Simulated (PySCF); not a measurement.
## Nonlinear optical response: 5-methyl-1-hexanol (CC(C)CCCCO, C7H16O)

Molfile (atoms numbered from 1):
```
C7H16O
     RDKit          3D

 24 23  0  0  0  0  0  0  0  0999 V2000
   -2.5382    0.8366   -0.7121 C   0  0  0  0  0  0  0  0  0  0  0  0
   -2.0949   -0.0996    0.4076 C   0  0  0  0  0  0  0  0  0  0  0  0
   -3.1322   -1.1927    0.6397 C   0  0  0  0  0  0  0  0  0  0  0  0
   -0.7182   -0.7140    0.1454 C   0  0  0  0  0  0  0  0  0  0  0  0
    0.4318    0.2787    0.0490 C   0  0  0  0  0  0  0  0  0  0  0  0
    1.7892   -0.3873   -0.1192 C   0  0  0  0  0  0  0  0  0  0  0  0
    2.9400    0.5982   -0.2328 C   0  0  0  0  0  0  0  0  0  0  0  0
    4.1935   -0.0223   -0.3263 O   0  0  0  0  0  0  0  0  0  0  0  0
   -2.5807    0.3005   -1.6755 H   0  0  0  0  0  0  0  0  0  0  0  0
   -1.8567    1.6914   -0.8352 H   0  0  0  0  0  0  0  0  0  0  0  0
   -3.5425    1.2426   -0.5148 H   0  0  0  0  0  0  0  0  0  0  0  0
   -2.0185    0.4967    1.3367 H   0  0  0  0  0  0  0  0  0  0  0  0
   -2.8412   -1.8553    1.4697 H   0  0  0  0  0  0  0  0  0  0  0  0
   -4.1196   -0.7677    0.8779 H   0  0  0  0  0  0  0  0  0  0  0  0
   -3.2491   -1.8194   -0.2604 H   0  0  0  0  0  0  0  0  0  0  0  0
   -0.7656   -1.3120   -0.7844 H   0  0  0  0  0  0  0  0  0  0  0  0
   -0.4957   -1.4356    0.9514 H   0  0  0  0  0  0  0  0  0  0  0  0
    0.2628    0.9707   -0.7941 H   0  0  0  0  0  0  0  0  0  0  0  0
    0.4445    0.9091    0.9569 H   0  0  0  0  0  0  0  0  0  0  0  0
    1.9932   -1.0640    0.7284 H   0  0  0  0  0  0  0  0  0  0  0  0
    1.7735   -1.0263   -1.0228 H   0  0  0  0  0  0  0  0  0  0  0  0
    2.9749    1.2309    0.6694 H   0  0  0  0  0  0  0  0  0  0  0  0
    2.7559    1.2858   -1.0852 H   0  0  0  0  0  0  0  0  0  0  0  0
    4.1869   -0.5825   -1.1092 H   0  0  0  0  0  0  0  0  0  0  0  0
  1  2  1  0
  2  3  1  0
  2  4  1  0
  4  5  1  0
  5  6  1  0
  6  7  1  0
  7  8  1  0
  1  9  1  0
  1 10  1  0
  1 11  1  0
  2 12  1  0
  3 13  1  0
  3 14  1  0
  3 15  1  0
  4 16  1  0
  4 17  1  0
  5 18  1  0
  5 19  1  0
  6 20  1  0
  6 21  1  0
  7 22  1  0
  7 23  1  0
  8 24  1  0
M  END
```

Level of theory: quadratic response CAM-B3LYP/aug-cc-pVDZ first hyperpolarisability, Taylor convention, gas phase (PySCF). Geometry: PBE0-D3(BJ)/def2-SVP.

(1) Give β for the processes computed.

(2) Which lowest excitations, dipole and polarisabilities go with it?

## Answers

(1) In 10⁻³⁰ esu, Taylor convention; the vector part is βᵢ = ⅓ Σⱼ (βᵢⱼⱼ + βⱼᵢⱼ + βⱼⱼᵢ); β∥ is 3/5 of the vector part along the dipole, the dipole points from − to +:
| process | λ (nm) | β vector norm | β∥ | β HRS | depolarisation ratio |
| --- | --- | --- | --- | --- | --- |
| static β(0;0,0) | ∞ | 1.04 | -0.61 | 0.41 | 6.25 |
| second harmonic β(−2ω;ω,ω) | 1907 | 1.07 | -0.63 | 0.42 | 6.24 |
| Pockels β(−ω;ω,0) | 1907 | 1.05 | -0.61 | – | – |
| second harmonic β(−2ω;ω,ω) | 1064 | 1.15 | -0.67 | 0.45 | 6.21 |
| Pockels β(−ω;ω,0) | 1064 | 1.08 | -0.63 | – | – |

(2) S1 6.54 eV (f = 0.006); S2 7.45 eV (f = 0.017); S3 7.69 eV (f = 0.026); dipole 1.74 D; isotropic α 94.6 au static, 94.8 au at 1907 nm, 95.3 au at 1064 nm, 95.5 au at 953.5 nm, 97.3 au at 532 nm.
